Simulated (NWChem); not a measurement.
System: C4H6O; SMILES C=C1CCO1

Parts of the log:

```
             Northwest Computational Chemistry Package (NWChem) 7.3.0
             --------------------------------------------------------

 CS  symmetry detected

                             Geometry "geometry" -> ""
                             -------------------------

 Output coordinates in angstroms (scale by  1.889725989 to convert to a.u.)

  No.       Tag          Charge          X              Y              Z
 ---- ---------------- ---------- -------------- -------------- --------------
    1 C                    6.0000     0.01989014    -1.89741048     0.00000000
    2 C                    6.0000    -0.02433589    -0.56903963     0.00000000
    3 C                    6.0000    -1.07650709     0.52087393     0.00000000
    4 C                    6.0000     0.14770440     1.46193972     0.00000000
    5 O                    8.0000     1.04625457     0.31544023     0.00000000
    6 H                    1.0000    -0.89764518    -2.47455485     0.00000000
    7 H                    1.0000     0.96646681    -2.42717060     0.00000000
    8 H                    1.0000    -1.70799107     0.56615134     0.89211500
    9 H                    1.0000    -1.70799107     0.56615134    -0.89211500
   10 H                    1.0000     0.28830728     2.07385983     0.89664500
   11 H                    1.0000     0.28830728     2.07385983    -0.89664500

 Effective nuclear repulsion energy (a.u.)     170.2205283774

      Symmetry information
      --------------------

 Group name             Cs
 Group number              2
 Group order               2
 No. of unique centers     9

                                 NWChem DFT Module
                                 -----------------

 Summary of "ao basis" -> "ao basis" (spherical)
 ------------------------------------------------------------------------------
       Tag                 Description            Shells   Functions and Types
 ---------------- ------------------------------  ------  ---------------------
 C                         def2-tzvp                11       31   5s3p2d1f
 O                         def2-tzvp                11       31   5s3p2d1f
 H                         def2-tzvp                 4        6   3s1p

      Symmetry analysis of basis
      --------------------------

        a'        127
        a"         64

            General Information
            -------------------
          SCF calculation type: DFT
          Wavefunction type:  closed shell.
          No. of atoms     :    11
          No. of electrons :    38
           Alpha electrons :    19
            Beta electrons :    19
          Charge           :     0
          Spin multiplicity:     1
          Use of symmetry is: on ; symmetry adaption is: on
          Maximum number of iterations: 150
          AO basis - number of functions:   191
                     number of shells:    79
          Convergence on energy requested:  1.00D-06
          Convergence on density requested:  1.00D-05
          Convergence on gradient requested:  5.00D-04

              XC Information
              --------------
                     Hartree-Fock (Exact) Exchange  1.000
                   CAM-Becke88 Exchange Functional  1.000
                      VWN V Correlation Functional  0.190 local
              Lee-Yang-Parr Correlation Functional  0.810

           Range-Separation Parameters
           ---------------------------
           Alpha           :  0.19
           Beta            :  0.46
           Gamma           :  0.33
           Short-Range HF  :     F

             Grid Information
             ----------------
          Grid used for XC integration:  medium
          Radial quadrature: Mura-Knowles
          Angular quadrature: Lebedev.
          Tag              B.-S. Rad. Rad. Pts. Rad. Cut. Ang. Pts.
          ---              ---------- --------- --------- ---------
          C                   0.70       49          11.0       434
          O                   0.60       49          10.0       434
          H                   0.35       45          12.0       434
          Grid pruning is: on
          Number of quadrature shells:   425
          Spatial weights used:  Erf1

      Superposition of Atomic Density Guess
      -------------------------------------

 Sum of atomic energies:        -228.46847526

      Non-variational initial energy
      ------------------------------

 Total energy =    -231.581491
 1-e energy   =    -645.248242
 2-e energy   =     243.446223
 HOMO         =      -0.271068
 LUMO         =       0.039374

      Symmetry analysis of molecular orbitals - initial
      -------------------------------------------------

  Numbering of irreducible representations:

     1 a'          2 a"

  Orbital symmetries:

     1 a'          2 a'          3 a'          4 a'          5 a'
     6 a'          7 a'          8 a'          9 a'         10 a'
    11 a"         12 a'         13 a'         14 a'         15 a"
    16 a"         17 a'         18 a'         19 a"         20 a"
    21 a'         22 a'         23 a'         24 a'         25 a"
    26 a'         27 a'         28 a"         29 a'

     ---------------------------------------------
      Total Density - Mulliken Population Analysis
     ---------------------------------------------

    Atom       Charge   Shell Charges
 -----------   ------   -------------------------------------------------------
    1 C    6     6.62   0.86  1.12  0.57  0.66  0.13  1.32  1.39  0.53  0.01  0.02  0.01
    2 C    6     5.50   0.86  1.12  0.54  0.59  0.07  1.02  1.03  0.14  0.03  0.09  0.02
    3 C    6     6.40   0.86  1.12  0.55  0.69  0.10  1.23  1.38  0.40  0.01  0.05  0.01
    4 C    6     5.90   0.86  1.12  0.54  0.65  0.10  1.08  1.17  0.29  0.02  0.08  0.01
    5 O    8     8.52   0.79  1.18  0.59  0.96  0.26  1.91  2.10  0.69  0.00  0.03  0.00
    6 H    1     0.82   0.23  0.44  0.12  0.02
    7 H    1     0.83   0.24  0.44  0.13  0.02
    8 H    1     0.83   0.24  0.45  0.12  0.02
    9 H    1     0.83   0.24  0.45  0.12  0.02
   10 H    1     0.88   0.25  0.47  0.14  0.02
   11 H    1     0.88   0.25  0.47  0.14  0.02

   convergence    iter        energy       DeltaE   RMS-Dens  Diis-err
 ---------------- ----- ----------------- --------- --------- ---------
 d= 0,ls=0.0,diis     1   -231.0924658923 -4.01D+02  4.08D-03  9.10D-01
 d= 0,ls=0.0,diis     2   -231.1287783735 -3.63D-02  1.86D-03  4.91D-01
 d= 0,ls=0.0,diis     3   -231.1663816203 -3.76D-02  6.07D-04  9.40D-02
 d= 0,ls=0.0,diis     4   -231.1743566832 -7.98D-03  1.80D-04  2.72D-03
 d= 0,ls=0.0,diis     5   -231.1745791270 -2.22D-04  6.30D-05  4.42D-04
  Resetting Diis
 d= 0,ls=0.0,diis     6   -231.1746259130 -4.68D-05  1.59D-05  2.17D-05
 d= 0,ls=0.0,diis     7   -231.1746284332 -2.52D-06  8.39D-06  2.61D-06
 d= 0,ls=0.0,diis     8   -231.1746284499 -1.67D-08  3.65D-06  2.65D-06

         Total DFT energy =     -231.174628449881
      One electron energy =     -649.499825292538
           Coulomb energy =      280.517544322052
    Exchange-Corr. energy =      -32.412875856773
 Nuclear repulsion energy =      170.220528377378

 Numeric. integr. density =       38.000005671435

                  Occupations of the irreducible representations
                  ----------------------------------------------

                     irrep           alpha         beta
                     --------     --------     --------
                     a'               15.0         15.0
                     a"                4.0          4.0

                       DFT Final Molecular Orbital Analysis
                       ------------------------------------

 Vector   17  Occ=2.000000D+00  E=-4.158632D-01  Symmetry=a"
              MO Center=  4.4D-01,  3.6D-01,  9.1D-15, r^2= 2.4D+00
   Bfn.  Coefficient  Atom+Function         Bfn.  Coefficient  Atom+Function
  ----- ------------  ---------------      ----- ------------  ---------------
   132      0.312957   5 O  pz              135      0.259678   5 O  pz
    39      0.205495   2 C  pz              138      0.172472   5 O  pz
    42      0.168893   2 C  pz              101     -0.166687   4 C  pz
   181     -0.137820  10 H  s               187      0.137820  11 H  s
     8      0.114897   1 C  pz              104     -0.110289   4 C  pz

 Vector   18  Occ=2.000000D+00  E=-3.967385D-01  Symmetry=a'
              MO Center=  2.8D-01,  1.6D-01, -1.1D-14, r^2= 2.5D+00
   Bfn.  Coefficient  Atom+Function         Bfn.  Coefficient  Atom+Function
  ----- ------------  ---------------      ----- ------------  ---------------
   130      0.347505   5 O  px              133      0.287612   5 O  px
    68      0.216404   3 C  px              136      0.211562   5 O  px
    37     -0.179949   2 C  px               71      0.152139   3 C  px
    99     -0.138968   4 C  px               40     -0.132581   2 C  px
   102     -0.105044   4 C  px               67      0.100028   3 C  s

 Vector   19  Occ=2.000000D+00  E=-2.852295D-01  Symmetry=a"
              MO Center=  2.1D-01, -8.7D-01,  3.5D-15, r^2= 2.6D+00
   Bfn.  Coefficient  Atom+Function         Bfn.  Coefficient  Atom+Function
  ----- ------------  ---------------      ----- ------------  ---------------
     8      0.295430   1 C  pz              132     -0.268286   5 O  pz
    11      0.254737   1 C  pz              135     -0.224274   5 O  pz
    14      0.220667   1 C  pz               39      0.197314   2 C  pz
   138     -0.185199   5 O  pz               42      0.174507   2 C  pz
   182      0.098997  10 H  s               188     -0.098997  11 H  s

 Vector   20  Occ=0.000000D+00  E= 6.748339D-02  Symmetry=a"
              MO Center= -3.3D-01, -7.8D-01,  1.5D-13, r^2= 4.1D+00
   Bfn.  Coefficient  Atom+Function         Bfn.  Coefficient  Atom+Function
  ----- ------------  ---------------      ----- ------------  ---------------
   170      0.905973   8 H  s               176     -0.905973   9 H  s
    76     -0.652600   3 C  pz               14      0.623012   1 C  pz
    45     -0.454364   2 C  pz               39     -0.314248   2 C  pz
    42     -0.297319   2 C  pz                8      0.225157   1 C  pz
   138      0.202523   5 O  pz               11      0.155532   1 C  pz

 Vector   21  Occ=0.000000D+00  E= 7.805837D-02  Symmetry=a'
              MO Center= -9.9D-01,  1.2D+00, -1.4D-13, r^2= 6.6D+00
   Bfn.  Coefficient  Atom+Function         Bfn.  Coefficient  Atom+Function
  ----- ------------  ---------------      ----- ------------  ---------------
    67      5.376545   3 C  s                36     -2.485948   2 C  s
   170     -1.666311   8 H  s               176     -1.666311   9 H  s
   182     -1.253430  10 H  s               188     -1.253430  11 H  s
    98      1.079461   4 C  s                44     -0.822609   2 C  py
    43      0.708435   2 C  px               35     -0.632965   2 C  s

 Vector   22  Occ=0.000000D+00  E= 1.024303D-01  Symmetry=a'
              MO Center= -3.0D-01,  8.2D-01,  4.0D-15, r^2= 7.8D+00
   Bfn.  Coefficient  Atom+Function         Bfn.  Coefficient  Atom+Function
  ----- ------------  ---------------      ----- ------------  ---------------
    67      6.247059   3 C  s                98     -4.782901   4 C  s
   105      1.375617   4 C  px              182      1.299946  10 H  s
   188      1.299946  11 H  s                74      1.282330   3 C  px
   170     -1.076181   8 H  s               176     -1.076181   9 H  s
    43      1.044264   2 C  px              158     -0.783642   6 H  s

     ---------------------------------------------
      Total Density - Mulliken Population Analysis
     ---------------------------------------------

    Atom       Charge   Shell Charges
 -----------   ------   -------------------------------------------------------
    1 C    6     6.37   0.85  1.12  0.52  0.63  0.15  1.36  1.16  0.54  0.01  0.02  0.00
    2 C    6     5.79   0.86  1.12  0.55  0.58  0.10  1.27  1.02  0.13  0.03  0.12  0.02
    3 C    6     6.27   0.85  1.12  0.50  0.68  0.11  1.35  1.19  0.39  0.02  0.04  0.01
    4 C    6     5.98   0.85  1.12  0.52  0.63  0.10  1.29  1.10  0.25  0.03  0.08  0.01
    5 O    8     8.30   0.79  1.18  0.59  0.92  0.31  1.89  1.88  0.69  0.00  0.04  0.00
    6 H    1     0.87   0.27  0.48  0.10  0.02
    7 H    1     0.87   0.27  0.48  0.10  0.02
    8 H    1     0.87   0.27  0.48  0.10  0.02
    9 H    1     0.87   0.27  0.48  0.10  0.02
   10 H    1     0.90   0.28  0.49  0.11  0.02
   11 H    1     0.90   0.28  0.49  0.11  0.02

     -------------------------------------------
      Total Density - Lowdin Population Analysis
     -------------------------------------------

    Atom       Charge   Shell Charges
 -----------   ------   -------------------------------------------------------
    1 C    6     6.25   0.91  1.04  0.36  0.36  0.18  1.16  1.36  0.66  0.02  0.18  0.03
    2 C    6     6.29   0.91  1.03  0.35  0.30  0.15  1.08  1.16  0.52  0.05  0.63  0.09
    3 C    6     6.20   0.91  1.04  0.35  0.32  0.17  1.15  1.34  0.56  0.02  0.31  0.04
    4 C    6     6.24   0.91  1.04  0.37  0.33  0.17  1.11  1.26  0.51  0.03  0.44  0.07
    5 O    8     7.80   0.87  1.09  0.53  0.54  0.28  1.74  1.82  0.83  0.00  0.09  0.01
    6 H    1     0.87   0.25  0.39  0.17  0.06
    7 H    1     0.87   0.25  0.39  0.17  0.06
    8 H    1     0.86   0.25  0.39  0.16  0.06
    9 H    1     0.86   0.25  0.39  0.16  0.06
   10 H    1     0.88   0.26  0.40  0.16  0.06
   11 H    1     0.88   0.26  0.40  0.16  0.06

     Multipole analysis of the density
     ---------------------------------

     L   x y z        total         alpha         beta         nuclear
     -   - - -        -----         -----         ----         -------
     0   0 0 0     -0.000000    -19.000000    -19.000000     38.000000

     1   1 0 0     -0.721208     -0.360604     -0.360604     -0.000000
     1   0 1 0      0.550889      0.275444      0.275444      0.000000
     1   0 0 1      0.000000      0.000000      0.000000      0.000000

     2   2 0 0    -23.358396    -53.795893    -53.795893     84.233390
     2   1 1 0     -0.364271      0.593667      0.593667     -1.551605
     2   1 0 1     -0.000000     -0.000000     -0.000000      0.000000
     2   0 2 0    -20.760931   -117.599427   -117.599427    214.437923
     2   0 1 1      0.000000      0.000000      0.000000      0.000000
     2   0 0 2    -23.347144    -17.386709    -17.386709     11.426273
```

Level: CAM-B3LYP/def2-TZVP. Structure relaxed at the B3LYP/6-31G* (spherical d) level.

Question: Reconstruct the input file.

Answer: One answer among several that fit: the input that was run:
```
start job
memory heap 200 mb stack 900 mb global 1100 mb
geometry units angstroms noautoz
  C      0.034858    -1.900165     0.000000
  C     -0.020990    -0.572232     0.000000
  C     -1.082658     0.508433     0.000000
  C      0.133272     1.460175     0.000000
  O      1.041820     0.321582     0.000000
  H     -0.877592    -2.485316     0.000000
  H      0.986034    -2.421622     0.000000
  H     -1.714514     0.548183     0.892115
  H     -1.714514     0.548183    -0.892115
  H      0.268515     2.073302     0.896645
  H      0.268515     2.073302    -0.896645
end
basis spherical
  * library def2-tzvp
end
dft
  xc xcamb88 1.00 lyp 0.81 vwn_5 0.19 hfexch 1.00
  cam 0.33 cam_alpha 0.19 cam_beta 0.46
  iterations 150
  semidirect filesize 400000000
  mulliken
end
task dft energy
```
